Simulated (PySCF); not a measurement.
C4H5Si, SMILES C1=C[SiH]C=C1, multiplicity 2.

Geometry optimised at PBE-D3(BJ)/def2-SVP. The geometry has at least one imaginary mode, so it is a saddle point at that level. The isomer is the one that the SMILES or the coordinates give; other isomers of the formula were not compared.

All values below come from PBE-D3(BJ)/def2-SVP in PySCF 2.14.0.

Frequencies are harmonic and unscaled.

| mode | ν (cm⁻¹) | IR (km/mol) | moving atoms (share of kinetic energy) |
|---|---|---|---|
| 1 | 89i | 0.1 | H 74 %, Si 17 %, C 9 % |
| 2 | 360 | 6.2 | C 61 %, H 31 % |
| 3 | 453 | 0.0 | C 60 %, H 40 % |
| 4 | 495 | 17.6 | Si 50 %, C 44 % |
| 5 | 618 | 1.8 | C 64 %, Si 23 %, H 12 % |
| 6 | 647 | 7.5 | H 80 %, C 18 % |
| 7 | 647 | 76.0 | H 91 %, C 9 % |
| 8 | 691 | 0.0 | H 69 %, C 31 % |
| 9 | 784 | 3.0 | C 66 %, H 23 %, Si 10 % |
| 10 | 870 | 27.2 | C 42 %, H 42 %, Si 16 % |
| 11 | 879 | 1.0 | H 79 %, C 21 % |
| 12 | 907 | 0.0 | H 71 %, C 29 % |
| 13 | 955 | 3.0 | C 57 %, H 42 % |
| 14 | 1054 | 9.2 | H 91 %, C 9 % |
| 15 | 1056 | 10.8 | H 74 %, C 25 % |
| 16 | 1218 | 15.9 | H 65 %, C 34 % |
| 17 | 1293 | 4.5 | C 52 %, H 47 % |
| 18 | 1431 | 2.0 | C 94 % |
| 19 | 1487 | 13.4 | C 83 %, H 17 % |
| 20 | 2213 | 65.5 | H 96 % |
| 21 | 3096 | 3.9 | H 92 % |
| 22 | 3110 | 13.4 | H 91 %, C 9 % |
| 23 | 3174 | 0.0 | H 91 %, C 9 % |
| 24 | 3175 | 0.7 | H 91 %, C 9 % |
